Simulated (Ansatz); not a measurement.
Stepwise reaction of `[NH2][Al]([OH])[OH]` with hydrogen fluoride, as a gas-phase model of exchange steps in deposition or etching. ΔE in kJ/mol; ΔG adds harmonic PBE0-D4 terms to CCSD(T)/CBS, at 1 bar.

Calculated with Ansatz (gas phase, PBE0-D4/def2-TZVP geometries, no zero-point term in ΔE). CCSD(T)/CBS adds triple-zeta CCSD(T) − MP2 to the extrapolated MP2 energy (def2 sets, frozen cores). This one scheme is used for every species. Functionals use def2-TZVPP. B3LYP here is the variant with VWN-RPA as its local correlation; programs differ in this. One conformer a species, not always the lowest.

| step | reaction | PBE-D4 | B3LYP-D4 | ωB97M-V | CCSD(T)/CBS | ΔG(400 K) |
| --- | --- | --- | --- | --- | --- | --- |
| 2 | `[NH2][Al]([OH])[F]` + H–F → `[NH2][Al]([F])[F]` + H₂O | -50.6 | -52.0 | -51.7 | -51.8 | -49.3 |

Task: Give the row of step 1, `[NH2][Al]([OH])[OH]` + H–F → `[NH2][Al]([OH])[F]` + H₂O. (Estimate.)

Result: The calculation gave: 
| step | reaction | PBE-D4 | B3LYP-D4 | ωB97M-V | CCSD(T)/CBS | ΔG(400 K) |
| --- | --- | --- | --- | --- | --- | --- |
| 1 | `[NH2][Al]([OH])[OH]` + H–F → `[NH2][Al]([OH])[F]` + H₂O | -48.7 | -50.2 | -49.7 | -49.9 | -50.2 |

Task: By hand: ΔE of the 2 steps together at CCSD(T)/CBS.

Result: (-49.9) + (-51.8) = -101.7 kJ/mol, or -50.8 kJ/mol a step.

In ΔE the steps differ by no more than 1.9 kJ/mol. All are downhill at CCSD(T)/CBS. ΔG lies between -50.2 and -49.3 kJ/mol a step. PBE-D4 differs from CCSD(T)/CBS by 1.2 to 1.2 kJ/mol a step. Isolated molecules leave out the surface, adducts and barriers. Largest T1 diagnostic: 0.012.
